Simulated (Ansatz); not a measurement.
C2H5BSeSi, SMILES `C#CB[SiH2][SeH]`. The species carries charge 0 and has multiplicity 1. Correlated methods include outer-core shells of Se, which these sets cover unevenly. Scalar relativity is left out up to krypton.

Cartesian coordinates in Å:
```
C -1.4068 -1.5079 -1.5173
C -0.7165 -1.1474 -0.5941
B 0.1833 -0.6887 0.5413
Si 1.4293 0.8057 0.3130
Se -0.6094 1.2468 1.4547
H -2.0173 -1.8397 -2.3243
H 0.3902 -1.3690 1.5035
H 2.5183 1.1043 1.2742
H 1.4856 1.7073 -0.8628
H -1.2565 1.6885 0.2119
```

(1) Give the diagnostics of a CCSD(T)/def2-TZVPP run (frozen core, the Gaussian-basis code of Ansatz). (Best estimate.)

## Answers

(1) The calculation gave: T1 = 0.0123, largest single amplitude 0.014, largest double 0.022, (T) share of the correlation energy 4.6 %, 9 CCSD cycles. The RHF solution is stable towards an unrestricted one. T1 lies under the customary mark of 0.02 for closed shells.
